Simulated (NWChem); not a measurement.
System: CH6OSiZn; SMILES C[O][Zn][SiH3]

Here is an NWChem input.

```
start job
memory heap 200 mb stack 900 mb global 1100 mb
geometry units angstroms noautosym nocenter noautoz
  Zn    -0.726210     0.052498     0.003233
  O     -1.141161     1.758310     0.019362
  C     -0.376693     2.937319     0.002204
  H     -1.050873     3.804708     0.028238
  H      0.295031     3.018895     0.871870
  H      0.239173     3.028834    -0.906926
  Si    -0.477078    -2.243785    -0.005635
  H     -0.996476    -2.857066    -1.262383
  H     -1.207140    -2.885181     1.126252
  H      0.954331    -2.646631     0.116324
end
basis spherical
  * library 6-31g*
end
dft
  xc b3lyp
  iterations 150
end
property
  shielding
  efieldgrad
end
task dft property
```

Excerpt of the output:

```
             Northwest Computational Chemistry Package (NWChem) 7.3.0
             --------------------------------------------------------

                             Geometry "geometry" -> ""
                             -------------------------

 Output coordinates in angstroms (scale by  1.889725989 to convert to a.u.)

  No.       Tag          Charge          X              Y              Z
 ---- ---------------- ---------- -------------- -------------- --------------
    1 Zn                  30.0000    -0.72621000     0.05249800     0.00323300
    2 O                    8.0000    -1.14116100     1.75831000     0.01936200
    3 C                    6.0000    -0.37669300     2.93731900     0.00220400
    4 H                    1.0000    -1.05087300     3.80470800     0.02823800
    5 H                    1.0000     0.29503100     3.01889500     0.87187000
    6 H                    1.0000     0.23917300     3.02883400    -0.90692600
    7 Si                  14.0000    -0.47707800    -2.24378500    -0.00563500
    8 H                    1.0000    -0.99647600    -2.85706600    -1.26238300
    9 H                    1.0000    -1.20714000    -2.88518100     1.12625200
   10 H                    1.0000     0.95433100    -2.64663100     0.11632400

 Effective nuclear repulsion energy (a.u.)     311.7298718033

                              NWChem Property Module
                              ----------------------

  itol2e modified to match energy
  convergence criterion.

                                 NWChem DFT Module
                                 -----------------

 Summary of "ao basis" -> "ao basis" (spherical)
 ------------------------------------------------------------------------------
       Tag                 Description            Shells   Functions and Types
 ---------------- ------------------------------  ------  ---------------------
 Zn                          6-31g*                 12       34   5s4p2d1f
 O                           6-31g*                  6       14   3s2p1d
 C                           6-31g*                  6       14   3s2p1d
 H                           6-31g*                  2        2   2s
 Si                          6-31g*                  8       18   4s3p1d

  itol2e modified to match energy
  convergence criterion.

            General Information
            -------------------
          SCF calculation type: DFT
          Wavefunction type:  closed shell.
          No. of atoms     :    10
          No. of electrons :    64
           Alpha electrons :    32
            Beta electrons :    32
          Charge           :     0
          Spin multiplicity:     1
          Use of symmetry is: off; symmetry adaption is: off
          Maximum number of iterations: 150
          AO basis - number of functions:    92
                     number of shells:    44
          Convergence on energy requested:  1.00D-07
          Convergence on density requested:  1.00D-05
          Convergence on gradient requested:  5.00D-04

              XC Information
              --------------
                         B3LYP Method XC Potential
                     Hartree-Fock (Exact) Exchange  0.200
                        Slater Exchange Functional  0.800 local
                    Becke 1988 Exchange Functional  0.720 non-local
              Lee-Yang-Parr Correlation Functional  0.810
                  VWN I RPA Correlation Functional  0.190 local

[...]

          -----------------------------------------
          Chemical Shielding Tensors (GIAO, in ppm)
          -----------------------------------------

                                NWChem CPHF Module
                                ------------------

  scftype          =     RHF
  nclosed          =       32
  nopen            =        0
  variables        =     1920
  # of vectors     =        3
  tolerance        = 0.10D-03
  level shift      = 0.00D+00
  max iterations   =       50
  max subspace     =       30

 SCF residual:    7.6251544336114634E-005

Iterative solution of linear equations
  No. of variables     1920
  No. of equations        3
  Maximum subspace       30
        Iterations       50
       Convergence  1.0D-04

   iter   nsub   residual    time
   ----  ------  --------  ---------
     1      3    4.18D-01      43.1
     2      6    1.86D-02      48.8
     3      9    2.03D-03      54.5
     4     12    7.71D-05      60.2

      Atom:    1  Zn
        Diamagnetic
   2506.9050     -2.9754     -0.0493
     -2.9754   2529.0383      0.1236
     -0.0493      0.1236   2505.3946

        Paramagnetic
   -887.6444   -104.1290     -1.0502
   -104.1290    -40.8762      4.7679
     -1.0502      4.7679   -897.7276

        Total Shielding Tensor
   1619.2607   -107.1044     -1.0995
   -107.1044   2488.1621      4.8916
     -1.0995      4.8916   1607.6670

           isotropic =    1905.0299
          anisotropy =     894.2511

          Principal Components and Axis System
                 1           2           3
             2501.1974   1607.8017   1606.0907

      1        -0.1206     -0.3053      0.9446
      2         0.9927     -0.0424      0.1130
      3         0.0056      0.9513      0.3082

      Atom:    2  O
        Diamagnetic
    379.9009      8.7311     -0.3021
      8.7311    419.5567     -0.0701
     -0.3021     -0.0701    367.8656

        Paramagnetic
   -211.4822   -113.9874      2.4329
   -113.9874    -75.3115      3.0994
      2.4329      3.0994   -104.9265

        Total Shielding Tensor
    168.4187   -105.2563      2.1308
   -105.2563    344.2452      3.0293
      2.1308      3.0293    262.9392

           isotropic =     258.5344
          anisotropy =     202.4467

          Principal Components and Axis System
                 1           2           3
              393.4988    262.9850    119.1193

      1        -0.4235      0.0262      0.9055
      2         0.9058     -0.0033      0.4237
      3         0.0141      0.9997     -0.0223

      Atom:    3  C
        Diamagnetic
    244.6979      5.7296     -0.0638
      5.7296    254.1363     -0.1189
     -0.0638     -0.1189    241.5396

        Paramagnetic
   -119.1726     27.4791     -0.3321
     27.4791    -86.0111     -0.5911
     -0.3321     -0.5911   -133.2136

        Total Shielding Tensor
    125.5253     33.2087     -0.3958
     33.2087    168.1252     -0.7100
     -0.3958     -0.7100    108.3260

           isotropic =     133.9922
          anisotropy =      78.4412

          Principal Components and Axis System
                 1           2           3
              186.2863    108.3176    107.3727

      1         0.4796     -0.0013      0.8775
      2         0.8774      0.0126     -0.4796
      3        -0.0104      0.9999      0.0072

      Atom:    4  H
        Diamagnetic
     26.8156     -5.6366     -0.1723
     -5.6366     37.9073      0.2601
     -0.1723      0.2601     22.3360

        Paramagnetic
     -0.9633      5.3277      0.1212
      5.3277     -3.0087     -0.1967
      0.1212     -0.1967      1.9556

        Total Shielding Tensor
     25.8523     -0.3089     -0.0511
     -0.3089     34.8986      0.0634
     -0.0511      0.0634     24.2916

           isotropic =      28.3475
          anisotropy =       9.8431

          Principal Components and Axis System
                 1           2           3
               34.9096     25.8433     24.2896

      1        -0.0341      0.9989      0.0317
      2         0.9994      0.0343     -0.0050
      3         0.0061     -0.0315      0.9995

      Atom:    5  H
        Diamagnetic
     29.0957      3.9495      7.7976
      3.9495     27.6917      2.8267
      7.7976      2.8267     30.2651

        Paramagnetic
     -1.9320      0.2089     -5.1220
      0.2089      3.0574     -1.0119
     -5.1220     -1.0119     -4.5621

        Total Shielding Tensor
     27.1638      4.1583      2.6757
      4.1583     30.7491      1.8148
      2.6757      1.8148     25.7030

           isotropic =      27.8720
          anisotropy =       9.9643

          Principal Components and Axis System
                 1           2           3
               34.5148     25.7299     23.3712

      1         0.5526      0.4068      0.7275
      2         0.7672     -0.5894     -0.2532
      3         0.3258      0.6980     -0.6377

      Atom:    6  H
        Diamagnetic
     28.1272      3.8438     -7.6223
      3.8438     27.7416     -3.1180
     -7.6223     -3.1180     31.1739

        Paramagnetic
     -1.2977      0.2183      4.9188
      0.2183      3.0384      1.0842
      4.9188      1.0842     -5.1621

        Total Shielding Tensor
     26.8294      4.0621     -2.7035
      4.0621     30.7799     -2.0338
     -2.7035     -2.0338     26.0118

           isotropic =      27.8737
          anisotropy =       9.9616

          Principal Components and Axis System
                 1           2           3
               34.5147     25.7238     23.3826

      1         0.5313     -0.3609      0.7665
      2         0.7701      0.5828     -0.2594
      3        -0.3531      0.7281      0.5875

      Atom:    7  Si
        Diamagnetic
    880.1522     -0.8345     -0.0131
     -0.8345    887.5618      0.0263
     -0.0131      0.0263    880.0077

        Paramagnetic
   -355.9647      3.3787      0.1687
      3.3787   -382.1364     -0.0469
      0.1687     -0.0469   -355.6016

[...]
```

Level: B3LYP/6-31G* (spherical d), GIAO. Geometry: optimised at B3LYP/6-31G* (spherical d). B3LYP is NWChem's, with the RPA form of VWN correlation. NWChem prints the field gradient with the sign opposite to the second derivative of the potential. The printed shielding anisotropy is the first printed principal value minus the mean of the other two.
